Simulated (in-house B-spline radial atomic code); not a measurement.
Configurations of neutral ruthenium, with energies counted from [Kr] 4d7 5s1. All numbers are computed (scalar-relativistic (X2C) r2SCAN0, spin-polarised, spherical fractional occupations, exact exchange averaged over the configuration; Fermi nucleus of rms radius 4.4809 fm) with an all-electron radial atomic-structure program (B-spline basis), not measured. Shells without spins written out take the highest spin.

Occupations are held fixed; configurations that lie above the ionisation limit could autoionise.

```tsv
configuration	E - E(ref) (eV)	highest orbital	its <r> (bohr)
[Kr] 4d6 5s1 6f1	7.4176	6f up	45.63
[Ar] 3d10 4s2 4p5 4d7 5s2	44.197	5s down	3.321
[Ar] 3d10 4s2 4p5 4d7 5s1 6p1	49.889	6p up	11.09
```

**Question.** Order these further configurations by energy, lowest first.
A. [Ar] 3d10 4s2 4p5 4d7 5s1 6d1
B. [Ar] 3d10 4s2 4p5 4d7 5s1 5d1
C. [Kr] 4d6 5s2
D. [Kr] 4d7 5f1

**Answer.** C (0.67456 eV), D (6.8689 eV), B (50.109 eV), A (50.763 eV).
